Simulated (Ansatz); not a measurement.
# Relative stability

The two ends of one reaction step of SiNH$_{6}$Br, closed shell (PBE0-D4/def2-TZVP).

A:

Si1  (-1.184, -0.536, 0.392)
H2  (3.059, 0.896, -0.281)
H3  (-1.725, -1.775, -0.207)
H4  (-2.192, 0.241, 1.144)
N5  (-0.559, 0.442, -0.852)
H6  (2.544, 0.517, 0.106)
Br7  (0.314, -1.213, 1.919)
H8  (-0.285, 1.392, -0.657)
H9  (0.028, 0.037, -1.564)
(Å)

B:

```csv
atom,x (Å),y (Å),z (Å)
Si1,-0.4614,-0.0081,-0.1471
H2,0.9588,-0.0112,0.3478
H3,-0.8202,-1.4252,-0.3991
H4,-1.2831,0.5752,0.9413
N5,-0.7300,0.8903,-1.5807
H6,1.5573,-0.8711,1.8376
Br7,1.8993,-1.5889,3.0270
H8,-0.7172,1.8970,-1.5595
H9,-0.4037,0.5421,-2.4674
```

Program: Ansatz 0.2.0. Basis: def2-TZVPP. Cores are frozen in the correlated methods. Filled d shells of the heavier atoms are correlated. The def2 sets are not built for correlating such inner shells, so the correlated values are less sure here. B3LYP uses VWN-RPA correlation.

Q: Which structure is lower at CCSD(T), and by how much? (To be estimated.)

A: By the calculation: A, by 0.857 eV (electronic energy, against the other). By their contacts, A is a complex of SiNH₄Br ([NH2][SiH2][Br]) + H₂ and B is a complex of SiNH₅ ([NH2][SiH3]) + HBr.

All methods give the same order:

```json
{"method": "SPW92", "E(B) − E(A) (eV)": "0.801"}
{"method": "PBE-D4", "E(B) − E(A) (eV)": "0.893"}
{"method": "BLYP-D4", "E(B) − E(A) (eV)": "0.870"}
{"method": "r2SCAN-D4", "E(B) − E(A) (eV)": "0.946"}
{"method": "B97M-V", "E(B) − E(A) (eV)": "0.844"}
{"method": "PBE0-D4", "E(B) − E(A) (eV)": "0.902"}
{"method": "B3LYP-D4", "E(B) − E(A) (eV)": "0.874"}
{"method": "r2SCAN0-D4", "E(B) − E(A) (eV)": "0.943"}
{"method": "BHLYP-D4", "E(B) − E(A) (eV)": "0.889"}
{"method": "CAM-B3LYP-D4", "E(B) − E(A) (eV)": "0.835"}
{"method": "wB97X-V", "E(B) − E(A) (eV)": "0.895"}
{"method": "wB97M-V", "E(B) − E(A) (eV)": "0.924"}
{"method": "B2PLYP", "E(B) − E(A) (eV)": "0.870"}
{"method": "PBE-QIDH", "E(B) − E(A) (eV)": "0.922"}
{"method": "RPA on PBE", "E(B) − E(A) (eV)": "0.816"}
{"method": "HF", "E(B) − E(A) (eV)": "0.839"}
{"method": "MP2", "E(B) − E(A) (eV)": "0.958"}
{"method": "CCSD", "E(B) − E(A) (eV)": "0.833"}
{"method": "CCSD(T)", "E(B) − E(A) (eV)": "0.857"}
```

The T1 diagnostic stays at or below 0.009.

Labels in which every atom is bracketed show which atoms are joined, not bond orders.

For scale, one of the runs: CCSD(T)/def2-TZVPP, 205 basis functions, launched by `ansatz run in.yaml --threads 4 --pin off --events-out ev --progress --plain --max-ram 9574MiB`. Hardware: 4 CPU threads of an Intel Xeon, shared host. Wall time 86 s; peak host memory 2.6 GiB.
